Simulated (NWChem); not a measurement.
System meant: GaBrClF; SMILES [Cl][Ga]([Br])[F]

Input file for NWChem:

```
start job
memory heap 200 mb stack 900 mb global 1100 mb
geometry units angstroms noautoz
  Ga    -0.337557     0.470957     0.000000
  F     -2.044986     0.820591     0.000000
  Cl     1.014686     2.128441     0.000000
  Br     0.353650    -1.700340     0.000000
end
basis spherical
  Ga library def2-svp
  F library def2-svp
  Cl library def2-svp
  Br library def2-svp
end
dft
  odft
  mult 2
  xc b3lyp
  iterations 150
  mulliken
end
task dft energy
```

End of the output:

```
 Summary of "ao basis" -> "" (spherical)
 ------------------------------------------------------------------------------
       Tag                 Description            Shells   Functions and Types
 ---------------- ------------------------------  ------  ---------------------
 Ga                         def2-svp                12       32   5s4p3d
 F                          def2-svp                 6       14   3s2p1d
 Cl                         def2-svp                 8       18   4s3p1d
 Br                         def2-svp                12       32   5s4p3d

                                 NWChem DFT Module
                                 -----------------

 Summary of "ao basis" -> "ao basis" (spherical)
 ------------------------------------------------------------------------------
       Tag                 Description            Shells   Functions and Types
 ---------------- ------------------------------  ------  ---------------------
 Ga                         def2-svp                12       32   5s4p3d
 F                          def2-svp                 6       14   3s2p1d
 Cl                         def2-svp                 8       18   4s3p1d
 Br                         def2-svp                12       32   5s4p3d

      Symmetry analysis of basis
      --------------------------

        a'         67
        a"         29

  number of electrons :                   92
  multiplicity        :                    2
 ------------------------------------------------------------------------
  no. of electrons and multiplicity not compatible                  92
 ------------------------------------------------------------------------
 ------------------------------------------------------------------------
  current input line :
    22: task dft energy
 ------------------------------------------------------------------------
 ------------------------------------------------------------------------
 There is an error in the input file
 ------------------------------------------------------------------------
 For more information see the NWChem manual at https://nwchemgit.github.io

0: no. of electrons and multiplicity not compatible:Received an Error in Communication
```

**Question.** Find the fault in this run and fix the input.

**Answer.** The program refused the input. Cause: the multiplicity doesn't fit the number of electrons (an even count wants an odd multiplicity, and the reverse). This input runs:
```
start job
memory heap 200 mb stack 900 mb global 1100 mb
geometry units angstroms noautoz
  Ga    -0.337557     0.470957     0.000000
  F     -2.044986     0.820591     0.000000
  Cl     1.014686     2.128441     0.000000
  Br     0.353650    -1.700340     0.000000
end
basis spherical
  Ga library def2-svp
  F library def2-svp
  Cl library def2-svp
  Br library def2-svp
end
dft
  xc b3lyp
  iterations 150
  mulliken
end
task dft energy
```
It converges to -5058.50927 Ha (B3LYP/def2-SVP).
